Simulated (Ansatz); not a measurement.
The cluster As7⁻. Charge -1, multiplicity 1. Geometry PBE0-D4/def2-SVPD.

```tsv
atom	x (Å)	y (Å)	z (Å)
As1	-3.001	-0.081	0.749
As2	0.426	0.040	-1.086
As3	2.581	1.228	-1.459
As4	-1.478	1.658	1.048
As5	-1.423	-1.787	0.936
As6	0.253	-0.049	1.348
As7	2.642	-1.008	-1.537
```

Another isomer (singlet) lies 1.67 eV lower at PBE0-D4/def2-SVP; other spin states weren't run for this one.

(1) Estimate the orbital energies around the gap (eV) in Ansatz with PBE-D4/def2-SVP, BLYP-D4/def2-SVP, r2SCAN-D4/def2-SVP, r2SCANh-D4/def2-SVP, PBE0-D4/def2-SVP.

Answers

(1) 
```csv
orbital,PBE-D4/def2-SVP,BLYP-D4/def2-SVP,r2SCAN-D4/def2-SVP,r2SCANh-D4/def2-SVP,PBE0-D4/def2-SVP
HOMO−9,-4.00,-3.64,-4.41,-4.81,-5.16
HOMO−8,-3.86,-3.52,-4.27,-4.67,-5.01
HOMO−7,-3.29,-2.98,-3.70,-4.10,-4.45
HOMO−6,-2.91,-2.58,-3.28,-3.66,-3.99
HOMO−5,-2.41,-2.10,-2.77,-3.14,-3.48
HOMO−4,-2.09,-1.79,-2.43,-2.77,-3.07
HOMO−3,-1.63,-1.33,-1.95,-2.26,-2.54
HOMO−2,-1.39,-1.10,-1.68,-2.00,-2.33
HOMO−1,-1.19,-0.90,-1.48,-1.81,-2.14
HOMO,-0.44,-0.14,-0.70,-0.96,-1.22
LUMO,-0.17,0.09,-0.34,-0.11,0.37
LUMO+1,1.15,1.41,1.04,1.26,1.65
LUMO+2,2.12,2.38,2.15,2.42,2.83
LUMO+3,2.25,2.49,2.21,2.45,2.84
LUMO+4,2.40,2.66,2.42,2.70,3.10
LUMO+5,2.63,2.87,2.67,2.94,3.31
```
